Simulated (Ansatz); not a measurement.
Reaction (hydrogenolysis of a Ge–Si bond): `C[O][Ge]([OH])([SiH3])[Cl]` + H₂ → `C[O][GeH]([OH])[Cl]` + SiH₄

Gas-phase electronic energies from Ansatz, PBE0-D4/def2-TZVP geometries. CBS: MP2 limit from def2 TZ/QZ plus the TZ coupled-cluster correction, frozen cores. This one scheme is used for every species. DFT in def2-TZVPP. For Ge outer-core shells are correlated without core-valence functions, which leaves a few kJ/mol of doubt a bond. Scalar relativity is left out up to krypton. One conformer a species, not always the lowest.

`C[O][Ge]([OH])([SiH3])[Cl]`:

Z-matrix (Å, degrees):
```
C
O 1 1.412
H 1 1.095 2 111.8
H 1 1.097 2 112.0 3 -122.1
H 1 1.092 2 107.6 3 119.2
Ge 2 1.767 1 121.2 3 58.2
Si 6 2.382 2 116.8 1 70.9
O 6 1.758 2 104.5 1 -166.8
Cl 6 2.172 2 105.9 1 -51.0
H 7 1.483 6 109.1 2 62.2
H 7 1.482 6 108.3 2 -176.9
H 7 1.484 6 107.5 2 -57.5
H 8 0.962 6 112.1 2 42.1
```

H₂:

Cartesian coordinates in Å:
```
H 0.227 -0.176 0.238
H -0.227 0.176 -0.238
```

`C[O][GeH]([OH])[Cl]`:

```xyz
10

C     1.557    0.576   -0.066
O     0.625   -0.411    0.326
Ge   -1.022   -0.397   -0.288
O    -1.901   -1.596    0.635
Cl   -1.816    1.573    0.067
H     1.775    0.528   -1.139
H     2.483    0.388    0.481
H     1.207    1.585    0.176
H    -1.155   -0.728   -1.772
H    -1.751   -1.516    1.581
```

SiH₄:

```xyz
5

Si    0.000    0.000    0.000
H     1.342    0.002   -0.635
H    -0.992    0.581   -0.939
H     0.039    0.811    1.243
H    -0.389   -1.394    0.331
```

```csv
level,ΔE (kJ/mol),difference from CCSD(T)/CBS
PBE-D4,13.7,12.0
r2SCAN-D4,5.4,3.7
PBE0-D4,6.0,4.3
ωB97M-V,-2.3,-4.0
B2PLYP,-6.3,-8.0
r2SCAN,3.0,1.3
PBE0,-1.5,-3.2
HF/def2-TZVPP,-33.6,-35.3
MP2/def2-TZVPP,-0.1,-1.8
SCS-MP2/def2-TZVPP,-7.7,-9.4
CCSD/def2-TZVPP,-8.9,-10.6
HF/def2-QZVPP,-34.4,-36.1
SCS-MP2/def2-QZVPP,-5.6,-7.3
HF/CBS(def2),-34.5,-36.2
MP2/CBS(def2),4.8,3.1
CCSD/CBS(def2),-4.0,-5.7
CCSD(T)/CBS,1.7,0
```

Largest T1 diagnostic among the species: 0.012.

The D4 term adds +13.0 kJ/mol with B3LYP and +7.5 kJ/mol with PBE0; it sums over pairs of atoms, weighted by their polarisabilities, and B3LYP, whose exchange is more repulsive, gets the larger term. From PBE to PBE0 (25 % exact exchange), in def2-TZVPP and without D4, ΔE moves by −7.1 kJ/mol. In def2-TZVPP, CCSD(T) changes the Hartree–Fock value by +30.3 kJ/mol (the triples alone add +5.7 kJ/mol) and MP2 by +33.4 kJ/mol.

B3LYP here is the variant with VWN-RPA as its local correlation; programs differ in this.
